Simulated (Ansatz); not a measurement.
Frontier orbitals of CH4BrGaO (`C[O][GaH][Br]`).

The species carries charge 0 and has multiplicity 1. Correlated methods include outer-core shells of Br, Ga, which these sets cover unevenly. Scalar relativity is left out up to krypton. The structure was optimised at the PBE0-D4/def2-TZVP level. It is one conformer, not always the lowest. Basis def2-TZVPP, Ansatz 0.2.0.

Orbital energies of one run (eV). Highest occupied ones, from the top: -9.58, -9.78, -9.96, -10.18, -11.02, -12.95, -13.98, -14.06, -15.45, -20.38, -22.92, -25.46, -25.60, -25.61. Empty: -0.31, 0.39, 1.93, 2.59, 4.10, 4.22.

Which functional gave them?
A. r2SCAN0
B. CAM-B3LYP
C. HSE06 (plane-wave form)
D. revPBE

B. HOMO energies: CAM-B3LYP -9.58, r2SCAN0 -8.38, revPBE -6.64, HSE06 -7.75 eV.
